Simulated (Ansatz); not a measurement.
This geometry of CH6GeO + ClH (11 atoms, charge 0, multiplicity 1) is a first-order saddle point.

Method: UKS PBE-D4/def2-SVP (Ansatz).

```xyz
11
Properties=species:S:1:pos:R:3
Ge -0.407 -0.027 1.421
O 0.754 0.029 -0.263
C 0.254 -0.535 -1.483
H -1.877 0.449 1.368
H -0.467 -1.582 1.179
H 0.425 0.205 2.697
H 0.775 1.086 -0.259
Cl 0.144 2.449 0.722
H -0.103 -1.561 -1.270
H -0.579 0.073 -1.893
H 1.080 -0.586 -2.219
```

(1) Which two structures does it join? (They come from a converged band through this point; their orientation in space is the band's.)

(2) How far does it lie above each of them?

Answers

(1) Bonds broken: Ge1–O2, H7–Cl8. Bonds formed: Ge1–Cl8, O2–H7. CH6GeO + ClH becomes CH4O + ClGeH3.

Image 0:

```xyz
11
Properties=species:S:1:pos:R:3
Ge -0.432 -0.424 1.385
O 0.678 -0.110 -0.045
C 0.215 -0.497 -1.337
H -1.807 0.231 1.103
H -0.559 -1.967 1.498
H 0.324 0.204 2.570
H 0.779 1.524 -0.059
Cl 0.483 2.838 -0.026
H -0.084 -1.569 -1.361
H -0.645 0.126 -1.673
H 1.048 -0.355 -2.055
```

Image 8:

```xyz
11
Properties=species:S:1:pos:R:3
Ge -0.862 0.298 1.747
O 1.243 -0.168 -0.437
C 0.623 -0.618 -1.626
H -1.945 0.674 2.792
H -1.379 -0.798 0.791
H 0.483 -0.026 2.426
H 1.081 0.796 -0.377
Cl -0.600 2.147 0.565
H 0.713 -1.723 -1.659
H -0.464 -0.366 -1.675
H 1.107 -0.216 -2.547
```

(2) 38.8 kJ/mol above the first and 73.3 kJ/mol above the second. This is the barrier of this one path; another mechanism may lie lower. The orbitals stay closed-shell, which can raise the energy where a bond breaks towards radicals; this wasn't checked here.

Run time: 6.7 min on 4 threads of Arm Neoverse N1, with other jobs on the host, peak memory 0.2 GiB.
